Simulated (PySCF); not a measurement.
Computed shifts of a molecule C₃H₁₂N₂Si, KT2/pcSseg-1 (PySCF), GIAO, gas phase, atoms alike by connectivity averaged where their shifts nearly agree, in ppm (number of nuclei): ¹³C: 23.8 (1), 22.6 (1), 21.3 (1). ²⁹Si: -13.0 (1). ¹⁵N: 28.6 (1), 17.2 (1). ¹H: 5.45 (1), 1.57 (3), 1.46 (3), 1.08 (1), 0.95 (1), 0.84 (1), 0.74 (1), 0.49 (1). References: ¹³C against TMS (σ = 185.1 ppm); ²⁹Si against TMS (σ = 361.9 ppm); ¹⁵N against NH3 (σ = 266.2 ppm); ¹H against TMS (σ = 31.47 ppm), references at their B3LYP-D3(BJ)/def2-TZVP geometries, non-relativistic. Geometry optimised at PBE-D3(BJ)/def2-SVP. The values are those of a single conformer.

Problem. Identify the compound among the candidates.
(A) CC(C)[SiH](N)N
(B) CN[SiH2][C@@H](C)N
(C) CC(C)(N)[SiH2]N
(D) C[SiH](CN)CN

Solution. A, CC(C)[SiH](N)N
